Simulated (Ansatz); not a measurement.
TiI4, SMILES [I][Ti]([I])([I])[I], multiplicity 1. Atoms are numbered in the order given.

```xyz
5

Ti     0.0000     0.0000     0.0000
I      1.4679     1.4679    -1.4679
I     -1.4679     1.4679     1.4679
I     -1.4679    -1.4679    -1.4679
I      1.4679    -1.4679     1.4679
```

Geometry optimised at B3LYP-D3(BJ)/def2-SVP. The spin state was assumed, not searched. The isomer is the one that the SMILES or the coordinates give; other isomers of the formula were not compared. The def2 effective core potentials stand for the cores of I; spin–orbit coupling is left out.

Two levels are set side by side: PBE-D3(BJ)/def2-SVP (Ansatz, an electronic-structure program) and B3LYP-D3(BJ)/def2-SVP (Ansatz). Each level has its own optimised geometry; the coordinates shown are those of the second. Differences are taken from unrounded values.

| quantity | B3LYP-D3(BJ) |
|---|---|
| mean bond length (Å) | 2.542 |
| bond Ti1–I2 (Å) | 2.542 |
| bond Ti1–I3 (Å) | 2.542 |
| bond Ti1–I4 (Å) | 2.542 |
| bond Ti1–I5 (Å) | 2.542 |

Question: What does PBE-D3(BJ) give, and how far is it from B3LYP-D3(BJ)? (Estimate from the structure and the level; the computed values follow.)

Answer: 
| quantity | PBE-D3(BJ) | PBE-D3(BJ) minus B3LYP-D3(BJ) |
|---|---|---|
| mean bond length (Å) | 2.547 | 0.005 |
| bond Ti1–I2 (Å) | 2.547 | 0.005 |
| bond Ti1–I3 (Å) | 2.547 | 0.005 |
| bond Ti1–I4 (Å) | 2.547 | 0.005 |
| bond Ti1–I5 (Å) | 2.547 | 0.005 |

On these quantities the two levels nearly agree.
